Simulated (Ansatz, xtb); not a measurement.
# C5H7B: 3 structures ranked

3 gas-phase structures of C5H7B, from a drawn sample of its isomers (lower ones may exist). Each was relaxed with GFN2-xTB:

A. `B[C@@H]1C[C@H]1C#C`, a singlet
B. `B[C@@H]1C[C@@H]1C#C`, a singlet
C. `BC1(C#C)CC1`, a singlet

Q: Which do you expect lowest at r2SCAN-D4/def2-SVP, and how would the others follow?

A: Calculated order at r2SCAN-D4/def2-SVP: A (0.0), C (2.0), B (5.7) kJ/mol. Less than 1 kcal/mol parts A and C; C and B, so the order within those pairs means little.

Energies above the lowest of each column, in kJ/mol; the last columns are at B3LYP-D3(BJ)/def2-SVP geometries:

| structure | GFN2-xTB | HF/STO-3G | r2SCAN-D4/def2-SVP | B3LYP-D3(BJ)/def2-SVP | CCSD(T)/def2-SVP + ΔMP2/def2-TZVPP |
| --- | --- | --- | --- | --- | --- |
| A | 0.0 | 0.0 | 0.0 | 0.0 | 2.8 |
| C | 1.9 | 0.2 | 2.0 | 0.6 | 0.0 |
| B | 4.2 | 2.5 | 5.7 | 5.1 | 7.5 |

CCSD(T)/def2-SVP + ΔMP2/def2-TZVPP has A and C within 1 kcal/mol of each other at the bottom, and every level picks one of them. CCSD(T)/def2-SVP + ΔMP2/def2-TZVPP orders those it was run on as C (0.0), A (2.8), B (7.5) kJ/mol. Less than 1 kcal/mol parts C and A, so the order within that pair means little. Flexible structures stand in one conformer each, not always the lowest. ΔMP2 is the change of the MP2 energy from the smaller to the larger basis.

Programs: Ansatz 0.2.0, xtb 6.7.1.
